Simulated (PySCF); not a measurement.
# Ag (silver, neutral) across methods

[Kr] 4d10 5p1, 2P determinant (an excited configuration). Calculation: PySCF 2.14, in aug-cc-pVTZ-PP with one added diffuse shell each of s, p, d, f, g type with ECP28MDF (7s7p6d4f3g, 113 functions); scalar relativity through the core potential.

| method | E (hartree) | mean ε 4d α (eV) | mean ε 4d β (eV) | mean ε 5p α (eV) | Σ⟨r²⟩ (bohr²) | ⟨S²⟩ |
| --- | --- | --- | --- | --- | --- | --- |
| revPBE | -146.8406 | -9.193 | -9.128 | -2.054 | 59.09 | 0.755 |
| PBE | -146.7875 | -9.254 | -9.184 | -2.067 | 58.75 | 0.754 |
| PBEsol | -146.5912 | -9.246 | -9.175 | -2.047 | 58.27 | 0.754 |
| UHF | -145.94289 | -16.164 | -16.170 | -3.333 | 65.14 | 0.754 |
| PBE0 | -146.7734 | -11.139 | -11.085 | -2.492 | 59.33 | 0.754 |
| r2SCAN | -146.8202 | -9.401 | -9.349 | -2.130 | 57.75 | 0.758 |
| LDA | -146.5043 | -9.458 | -9.386 | -2.102 | 57.82 | 0.752 |

Question: Estimate the same row for wB97M-V.

Answer: E (hartree) = -146.7109; mean ε 4d α (eV) = -13.662; mean ε 4d β (eV) = -13.621; mean ε 5p α (eV) = -3.619; Σ⟨r²⟩ (bohr²) = 59.89; ⟨S²⟩ = 0.753.

Energies and moments cover only the electrons outside the core potential.
